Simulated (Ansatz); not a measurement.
Born–Oppenheimer molecular dynamics of C$_{2}$H$_{9}$AlClN (14 atoms, charge 0, multiplicity 1). It starts from a rough guess of a transition structure, not a stationary point.

Computed with UKS PBE-D4/STO-3G in Ansatz.

- ensemble: NVE (velocity Verlet)
- time step: 0.5 fs
- steps asked: 150
- starting velocities drawn for: 300 K
- seed: 556623

First frame:

```xyz
14
Properties=species:S:1:pos:R:3
Al -0.237 0.997 -0.876
N -0.315 0.299 1.248
C -0.022 -0.999 1.821
C 0.066 -0.349 -2.300
Cl -1.312 2.715 -0.940
H 0.758 0.998 0.831
H 1.386 1.440 0.211
H -0.912 0.828 1.875
H -0.929 -1.595 1.966
H 0.638 -1.540 1.146
H 0.477 -0.900 2.791
H -0.734 -1.096 -2.355
H 0.141 0.100 -3.297
H 0.995 -0.897 -2.122
```

Task: How far do the bonds stretch over the last three quarters of this one trajectory? (Pairs bonded in most of those frames.)

Result: 
```
   bond  mean (Å)  spread (Å)  shortest  longest
 Al1–N2     2.023       0.036      1.96     2.07
 Al1–C4     1.939       0.049      1.87     2.02
Al1–Cl5     2.195       0.068      2.09     2.27
 Al1–H7     1.587       0.197      1.28     1.85
  N2–C3     1.532       0.039      1.48     1.63
  N2–H6     1.074       0.039      1.00     1.15
  N2–H8     1.088       0.066      0.99     1.21
  C3–H9     1.111       0.031      1.07     1.16
 C3–H10     1.110       0.010      1.09     1.13
 C3–H11     1.111       0.016      1.09     1.14
 C4–H12     1.113       0.042      1.04     1.17
 C4–H13     1.106       0.025      1.06     1.15
 C4–H14     1.108       0.042      1.04     1.17
```

Mean temperature of the second half: 1241 K. The conserved energy stayed within 0.85 meV per atom of its start (net change -0.014 meV per atom), so the integration is sound. The kinetic energy rose, since the run started high on the potential surface and went downhill. A run of 0.075 ps of so small a system gives no equilibrium averages. The orbitals were unrestricted but ended closed-shell. Limits of this set-up: minimal basis.

Time of the run: 11 min on 1 thread of Arm Neoverse V1 (shared host), peak memory 0.12 GiB.
